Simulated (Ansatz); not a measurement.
SiEt(NHMe)3 (C₅H₁₇N₃Si), relaxed as a singlet with RKS PBE-D4/def2-SVP in Ansatz, starting from the GFN2-xTB geometry. Force threshold 0.03 eV/Å.

Start:

Cartesian coordinates in Å:
```
Si -0.023 -0.084 -0.025
C 0.179 1.654 -0.785
C 1.281 2.455 -0.103
H -0.760 2.202 -0.702
H 0.399 1.589 -1.851
H 1.395 3.439 -0.558
H 1.052 2.593 0.951
H 2.231 1.931 -0.174
N -0.369 -0.194 1.664
C -1.583 0.337 2.236
H 0.413 -0.085 2.292
H -1.517 1.409 2.457
H -2.390 0.185 1.525
H -1.824 -0.191 3.162
N 1.512 -0.884 -0.107
C 2.270 -1.040 -1.325
H 1.650 -1.666 0.515
H 1.948 -1.905 -1.919
H 2.145 -0.148 -1.934
H 3.332 -1.158 -1.096
N -1.421 -0.749 -0.799
C -1.963 -2.051 -0.490
H -1.636 -0.465 -1.742
H -1.529 -2.846 -1.109
H -1.746 -2.272 0.552
H -3.046 -2.056 -0.635
```

(1) Estimate the energy that the relaxation releases and the steps that it takes.

(2) Does the start keep its bonding?

(3) Predict the relaxed structure.

## Answers

(1) 5.0 kcal/mol, in 8 steps; 11 s on 4 threads of AMD EPYC 9R45 on a shared host. No frequencies were taken in this run, so the end may be a saddle point.

(2) By distances, no bond broke or formed. The bond that changes most is C22–H25, from 1.09 to 1.11 Å (atoms count from 1).

(3) 
| atom | x (Å) | y (Å) | z (Å) |
| --- | --- | --- | --- |
| Si1 | -0.040 | -0.058 | -0.034 |
| C2 | 0.214 | 1.627 | -0.865 |
| C3 | 1.302 | 2.472 | -0.189 |
| H4 | -0.764 | 2.156 | -0.832 |
| H5 | 0.438 | 1.489 | -1.947 |
| H6 | 1.408 | 3.476 | -0.650 |
| H7 | 1.076 | 2.621 | 0.888 |
| H8 | 2.292 | 1.973 | -0.238 |
| N9 | -0.350 | -0.068 | 1.683 |
| C10 | -1.601 | 0.302 | 2.317 |
| H11 | 0.467 | -0.014 | 2.295 |
| H12 | -1.614 | 1.343 | 2.724 |
| H13 | -2.416 | 0.235 | 1.568 |
| H14 | -1.870 | -0.381 | 3.157 |
| N15 | 1.477 | -0.931 | -0.111 |
| C16 | 2.346 | -1.026 | -1.268 |
| H17 | 1.539 | -1.744 | 0.509 |
| H18 | 2.089 | -1.850 | -1.979 |
| H19 | 2.306 | -0.082 | -1.850 |
| H20 | 3.410 | -1.168 | -0.975 |
| N21 | -1.478 | -0.723 | -0.774 |
| C22 | -2.001 | -2.050 | -0.513 |
| H23 | -1.784 | -0.319 | -1.662 |
| H24 | -1.665 | -2.827 | -1.243 |
| H25 | -1.668 | -2.383 | 0.492 |
| H26 | -3.115 | -2.070 | -0.502 |
Bond lengths: 3 × C–N 1.45 Å; 3 × N–Si 1.75 Å; 1 × C–Si 1.90 Å; 1 × C–C 1.53 Å; 14 × C–H 1.11 to 1.12 Å; 3 × H–N 1.02 Å.
